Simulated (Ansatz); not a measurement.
`C[CH2][ZnH]` + `[SH][GaH2]` → `[ZnH][S][GaH2]` + `CC` at 400 K and 1 bar (ligand exchange at a Zn–C bond).

Computed with Ansatz on PBE0-D4/def2-TZVP structures; ΔE is electronic, products minus reactants. CCSD(T)/CBS adds triple-zeta CCSD(T) − MP2 to the extrapolated MP2 energy (def2 sets, frozen cores). This one scheme is used for every species. For Ga, Zn outer-core shells are correlated without core-valence functions, which leaves a few kJ/mol of doubt a bond. Scalar relativity is left out up to krypton.

```
         species  CCSD(T)/CBS energy (Eh)  H − E (kJ/mol)  S (J/(mol·K))
   `C[CH2][ZnH]`              -1858.07157           209.2          322.7
    `[SH][GaH2]`              -2323.53734            79.9          297.4
`[ZnH][S][GaH2]`              -4101.94463            84.9          363.7
            `CC`                -79.71954           213.5          244.3
```

H − E and S are ideal-gas, rigid-rotor, harmonic terms from PBE0-D4/def2-TZVP. 1 Eh = 2625.50 kJ/mol, R = 8.31446 J/(mol·K).

Question: By hand: ΔE, ΔH, ΔS and ΔG.

Answer: ΔE = (-4101.94463) + (-79.71954) − (-1858.07157) − (-2323.53734) = -0.05526 Eh = -145.1 kJ/mol. Δ(H − E) = 84.9 + 213.5 − 209.2 − 79.9 = 9.3, so ΔH = -135.8 kJ/mol. ΔS = 363.7 + 244.3 − 322.7 − 297.4 = -12.1 J/(mol·K). ΔG = -135.8 − 400 × (-12.1)/1000 = -131.0 kJ/mol.

Question: By hand: the equilibrium constant, and the temperature at which ΔG would vanish if ΔH and ΔS stayed fixed.

Answer: log₁₀ K = −ΔG/(RT ln 10) = 17.1. ΔG = 0 at ΔH/ΔS = 11223 K, far beyond where these terms or the molecules hold.

The number of gas molecules stays the same, so ΔS is small and ΔH decides. A doubt of 5 kJ/mol in ΔE shifts log₁₀ K by 0.7 here. These are equilibria of isolated gas molecules and say nothing of rates. Largest T1 diagnostic: 0.015 (customary marks: 0.02 for closed shells, 0.045 for open ones).
